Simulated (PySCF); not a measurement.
Computed with B3LYP-D3(BJ)/def2-TZVP // BP86-D3(BJ)/def2-SVP (PySCF). All species are isolated molecules in the gas phase. B3LYP has the VWN-RPA correlation part, as in Gaussian. 

Reference species: [Zr(Cl)3] (neutral, multiplicity 2).

| Item | Result |
|---|---|
| charge on the central atom (Mulliken) | 1.10 e |
| highest occupied spin orbital | -6.05 eV |
| coordination number | 3 |

Changed species: [Hf(Cl)3] (M = Hf, multiplicity 2; the reference has M = Zr, multiplicity 2).

Q: Give the shifts of the charge on the central atom (Mulliken), highest occupied spin orbital and coordination number.

A: the charge on the central atom (Mulliken) falls by 0.10 e, to 1.00 e; the highest occupied spin orbital rises by 0.09 eV, to -5.96 eV; the coordination number is nearly the same.
